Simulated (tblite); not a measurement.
Compound: C₇H₁₅NSi.
Structure used (GFN2-xTB), in Å, numbered top down from 1:
```xyz
24
C7H15NSi angstrom
C      1.3903    2.5593    0.3718
C      0.4037    1.6958    0.2600
C     -1.0546    1.7042    0.6315
C     -1.0465    0.1628    0.5432
C     -2.1515   -0.5082   -0.2552
C     -1.9130   -2.0098   -0.3646
C      0.3535    0.2305   -0.1218
N      1.3671   -0.6525    0.3720
Si     2.7449   -1.1326   -0.5344
H      1.2366    3.5605    0.7399
H      2.3971    2.2936    0.0948
H     -1.6830    2.1667   -0.1301
H     -1.3003    2.1394    1.5992
H     -0.9760   -0.2934    1.5333
H     -2.1888   -0.0691   -1.2553
H     -3.1139   -0.3188    0.2283
H     -1.9489   -2.4722    0.6193
H     -0.9337   -2.2035   -0.7957
H     -2.6696   -2.4754   -0.9918
H      0.2923    0.1000   -1.2056
H      1.4660   -0.5707    1.3735
H      3.7330   -0.0794   -0.8205
H      3.3596   -2.1790    0.2793
H      2.2238   -1.6286   -1.8094
```

All values are computed: GFN2-xTB (tblite) harmonic vibrations without scaling, gas phase. Errors from tens to a few hundred cm⁻¹ against measured bands are possible. Modes of hydrogen on silicon can be 10 to 20 % off. One conformer, not necessarily the lowest.

Harmonic wavenumbers (cm⁻¹): 47.5, 54.9, 95.6, 108.6, 147.7, 186.6, 212.0, 223.6, 301.6, 325.5, 383.7, 451.1, 495.2, 531.8, 572.3, 600.8, 649.7, 683.3, 749.7, 813.4, 817.9, 827.2, 857.2, 876.0, 891.0, 931.7, 944.5, 964.5, 987.3, 1036.8, 1065.0, 1101.5, 1121.3, 1143.0, 1175.2, 1192.6, 1195.2, 1215.8, 1222.2, 1256.0, 1260.2, 1310.1, 1358.6, 1383.7, 1406.3, 1415.6, 1457.5, 1494.6, 1500.2, 1506.1, 1774.8, 2169.3, 2248.4, 2273.3, 2936.8, 2953.0, 2960.5, 2972.1, 2981.3, 2996.9, 3033.1, 3036.3, 3043.5, 3091.2, 3115.4, 3436.8.

A = 1524, B = 1072, C = 667.3 MHz; mass 141.097 u (most abundant isotopes); point group C1, symmetry number 1.

Question: What is the zero-point energy?

Answer: Half the sum of the wavenumbers: 43786 cm⁻¹ = 523.80 kJ/mol.

Question: Give the ideal-gas entropy at 400 K and 1 bar in the rigid-rotor, harmonic-oscillator model (classical rotation).

Answer: Translation 176.69, rotation 129.47, vibration 201.12: S = 507.3 J/(mol K).

Question: And Cp and H(400 K) − H(0)?

Answer: Cp = 244.91 J/(mol K), of which vibrations give 211.65 (their classical limit is 66 R = 548.8); H(400 K) − H(0) = 55.22 kJ/mol without the zero-point energy, 41.92 from vibrations.

Question: How do the functions run with temperature in this model?

Answer: 
| T (K) | S (J/(mol K)) | Cp (J/(mol K)) | H − H(0) (kJ/mol) | G − H(0) (kJ/mol) | ln q(vib) |
| --- | --- | --- | --- | --- | --- |
| 150 | 344.2 | 111.3 | 10.92 | -40.71 | 3.74 |
| 250 | 412.7 | 162.8 | 24.55 | -78.62 | 6.88 |
| 298.15 | 443.7 | 189.7 | 33.04 | -99.24 | 8.39 |
| 600 | 623.9 | 330.6 | 113.30 | -261.01 | 17.88 |
| 900 | 774.9 | 413.0 | 225.88 | -471.51 | 26.94 |

q(vib) and H(0) count from the zero-point level.

Question: Blend soft modes into free rotors: weight 1/[1 + (100 cm⁻¹/ν̃)⁴] for the oscillator and the rest for a rotor with moment μB/(μ + B), μ = h/(8π²ν), B = 10⁻⁴⁴ kg m². What vibrational entropy results?

Answer: 185.06 J/(mol K) in place of 201.12, which changes −T·S at 400 K by +6.43 kJ/mol.

Hindered rotation and anharmonicity are outside this model. Other conformers, if any are populated, would add a mixing term that is left out. The structure is chiral; the term R ln 2 for an equal mix with its mirror image is left out.
